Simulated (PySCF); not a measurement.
MgGa⁺: frontier orbitals

M06-L at R = 3.121 Å; PySCF, no relativity, basis sets Mg 6-31G(d,p), Ga 6-31G(d,p). State: ¹Σ⁺ (singlet), closed shell. Only the outer orbitals are listed, counted within each symmetry.

```
orbital  occ.  ε (eV)  on Mg (%)            main shells (%)
     1δ     2  -26.61          0                   100 Ga d
     1δ     2  -26.61          0                   100 Ga d
     4π     2  -26.51          0                   100 Ga d
     4π     2  -26.51          0                   100 Ga d
     9σ     2  -26.48          0                   100 Ga d
    10σ     2  -14.45          8                    92 Ga s
    11σ     2   -9.89         75           75 Mg s, 20 Ga p
     5π     0   -7.51          9            91 Ga p, 8 Mg p
     5π     0   -7.51          9            91 Ga p, 8 Mg p
    12σ     0   -7.35         48  52 Ga p, 26 Mg p, 22 Mg s
```

**Question.** Which are the highest filled and the lowest empty level, where do they sit, and how wide is the gap?

**Answer.** Highest filled 11σ at -9.89 eV (in %: 75 Mg s, 20 Ga p); lowest empty 5π at -7.51 eV (in %: 91 Ga p, 8 Mg p); the gap at M06-L is 2.38 eV.

```
bond order (Mayer)                                                                                                 : 0.70
⟨S²⟩                                                                                                               : 0.000
charge on Mg (Mulliken, basis-dependent)                                                                           : 0.34
charge on Mg (Löwdin, basis-dependent)                                                                             : 0.45
dipole moment (positive dipole points towards Ga; it is taken about the centre of mass and depends on that origin) : -3.68 D
```

Closed-shell solutions of metal pairs were not tested for spin polarisation, which can lower them a little.
